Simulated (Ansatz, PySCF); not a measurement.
System: thionyl fluoride, sum formula SOF2, net charge 0, singlet state. SMILES: O=S(F)F
Structure (B3LYP-D3(BJ)/def2-TZVP (Ansatz, a first-principles code) minimum search):
```
S
O 1 1.4239
F 1 1.6063 2 106.51
F 1 1.6063 2 106.51 3 98.37
```
Charge 0, spin multiplicity 1.

Quantity: atomisation energy (electronic, to ground-state atoms), in kcal/mol. Valence correlation only, unless marked. UHF or UKS for open shells. No spin-orbit coupling. No relativistic terms. The coupled-cluster limit lacks core correlation, which all-electron functionals hold. CBS marks a two-point X^-3 extrapolation of the correlation energy; Hartree-Fock from the larger set. [CCSD(T)-MP2]/basis is that difference in the basis named.

```tsv
level	program	atomisation energy (kcal/mol)	minus last row
HF-D3(BJ)/def2-TZVPD	PySCF + dftd3	159.1	-149.3
BP86-D4/def2-TZVPD	PySCF + dftd4	331.4	23.0
BHLYP-D4/def2-TZVPD	Ansatz + dftd4	266.5	-41.9
MN15/def2-TZVPD	PySCF	312.8	4.4
HSE06-D3(BJ)/def2-TZVPD	Ansatz + dftd3	304.9	-3.5
PBE-QIDH/def2-TZVPD	Ansatz	297.4	-11.0
SCS-MP2/cc-pV(D+d)Z	Ansatz	251.9	-56.5
CCSD/aug-cc-pV(D+d)Z	Ansatz	254.3	-54.1
CCSD(T) with core electrons (1s frozen past Ne)/cc-pwCVTZ	Ansatz	290.9	-17.5
RI-MP2/CBS(aug-cc-pV(T+d)Z,aug-cc-pV(Q+d)Z)+[CCSD(T)-MP2]/aug-cc-pV(T+d)Z	Ansatz	308.4	0.0
```
